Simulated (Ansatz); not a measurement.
C₂H₄ClIO, SMILES `CC(O)(Cl)I`. Total charge 0; spin multiplicity 1. I: def2 effective core potential. All single points use the PBE0-D4/def2-TZVP geometry. It is one conformer, not always the lowest.

```xyz
9

C    -1.026   -0.317   -0.014
C     0.404    0.135   -0.103
O     0.757    0.756    1.048
Cl    0.624    1.228   -1.514
I     1.696   -1.626   -0.450
H    -1.136   -0.995    0.832
H    -1.655    0.563    0.144
H    -1.328   -0.821   -0.928
H     1.664    1.076    0.984
```

(1) What is the dipole moment at B3LYP/def2-TZVPP? (Best estimate.)

(2) And with PBE, r2SCAN, ωB97M-V? (Best estimate.)

(3) Give the Mulliken charges with B3LYP, ωB97M-V, PBE in def2-TZVPP. (An estimate is asked.)

## Answers

(1) Ansatz gave: 0.99 D, with components (-0.53, 0.41, 0.73) D in this frame, pointing from negative to positive charge.

(2) The calculation gave: PBE 1.11 D, r2SCAN 1.19 D, ωB97M-V 0.93 D.

(3) Ansatz gave: 
```
atom  B3LYP  ωB97M-V    PBE
  C1  -0.23    -0.27  -0.23
  C2   0.18     0.07   0.14
  O3  -0.25    -0.23  -0.21
 Cl4  -0.13    -0.08  -0.12
  I5  -0.10    -0.07  -0.12
  H6   0.11     0.13   0.11
  H7   0.11     0.13   0.11
  H8   0.11     0.13   0.11
  H9   0.21     0.20   0.21
```

B3LYP here is the variant with VWN-RPA as its local correlation; programs differ in this.
